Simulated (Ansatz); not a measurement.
Cost and result for the atomization energy of C2H6AlFOSi (`C=C([SiH3])[O][AlH][F]`) (12 atoms, 11 bonds).

Cartesian coordinates in Å:
```
C -1.223 -0.442 -1.564
C -0.419 -0.154 -0.541
Si -0.614 1.420 0.463
O 0.579 -1.006 -0.195
Al 1.840 -1.269 0.883
F 2.705 -2.645 0.660
H -1.102 -1.354 -2.139
H -2.018 0.239 -1.839
H 0.647 2.209 0.403
H -0.857 1.075 1.891
H -1.745 2.219 -0.070
H 2.208 -0.291 2.047
```

Total charge 0; spin multiplicity 1. The geometry is a stationary point of PBE0-D4/def2-TZVP. It is one conformer, not always the lowest. Program: Ansatz. All runs use 4 threads of an Arm Neoverse V1 on a shared host. Times are those of one run each, without the atoms' runs, and a repeat can differ threefold. Electronic energies, without spin–orbit coupling; frozen cores. CCSD(T)/CBS adds CCSD(T) − MP2 in def2-TZVPP to the MP2 limit, and its time is that of the two runs behind it. T1 = 0.013. B3LYP takes the VWN-RPA correlation (the form of Gaussian; ORCA's B3LYP/G).

CCSD(T)/CBS is a level of theory with its own doubt, some kJ/mol a heavy atom from the limit and from the frozen cores, so smaller differences don't rank the functionals.

```json
{"level": "PBE-D4/def2-TZVPP (with forces)", "functions": "292", "wall time": "3.4 s", "atomization (kJ/mol)": "4572.4", "difference from CCSD(T)/CBS": "43.8", "per bond": "4.0"}
{"level": "PBE0-D4/def2-TZVPP", "functions": "292", "wall time": "4.4 s", "atomization (kJ/mol)": "4488.5", "difference from CCSD(T)/CBS": "-40.1", "per bond": "-3.6"}
{"level": "r2SCAN-D4/def2-TZVPP (with forces)", "functions": "292", "wall time": "7 s", "atomization (kJ/mol)": "4532.2", "difference from CCSD(T)/CBS": "3.6", "per bond": "0.3"}
{"level": "B3LYP-D4/def2-TZVPP (with forces)", "functions": "292", "wall time": "7 s", "atomization (kJ/mol)": "4510.5", "difference from CCSD(T)/CBS": "-18.1", "per bond": "-1.6"}
{"level": "B2PLYP/def2-TZVPP", "functions": "292", "wall time": "8 s", "atomization (kJ/mol)": "4471.0", "difference from CCSD(T)/CBS": "-57.6", "per bond": "-5.2"}
{"level": "ωB97X-V/def2-TZVPP", "functions": "292", "wall time": "11 s", "atomization (kJ/mol)": "4529.6", "difference from CCSD(T)/CBS": "1.0", "per bond": "0.1"}
{"level": "ωB97M-V/def2-TZVPP (with forces)", "functions": "292", "wall time": "16 s", "atomization (kJ/mol)": "4526.0", "difference from CCSD(T)/CBS": "-2.6", "per bond": "-0.2"}
{"level": "MP2/def2-QZVPP", "functions": "548", "wall time": "33 s", "atomization (kJ/mol)": "4573.5", "difference from CCSD(T)/CBS": "44.9", "per bond": "4.1"}
{"level": "CCSD(T)/def2-TZVPP", "functions": "292", "wall time": "5.6 min", "atomization (kJ/mol)": "4406.0", "difference from CCSD(T)/CBS": "-122.6", "per bond": "-11.1"}
{"level": "CCSD(T)/CBS(def2)", "functions": "–", "wall time": "6.1 min", "atomization (kJ/mol)": "4528.6", "difference from CCSD(T)/CBS": "0.0", "per bond": "0.0"}
```

From PBE to PBE0 (25 % exact exchange), in def2-TZVPP and without D4, the atomization energy moves by −80.0 kJ/mol: exact exchange takes away binding that semilocal exchange gives to molecules. In def2-TZVPP, CCSD(T) changes the Hartree–Fock value by +1065.8 kJ/mol (the triples alone add +67.2 kJ/mol) and MP2 by +1159.1 kJ/mol; breaking electron pairs costs correlation energy, which Hartree–Fock lacks. The D4 term adds +44.0 kJ/mol with B3LYP and +23.3 kJ/mol with PBE0; it sums over pairs of atoms, weighted by their polarisabilities, and B3LYP, whose exchange is more repulsive, gets the larger term.
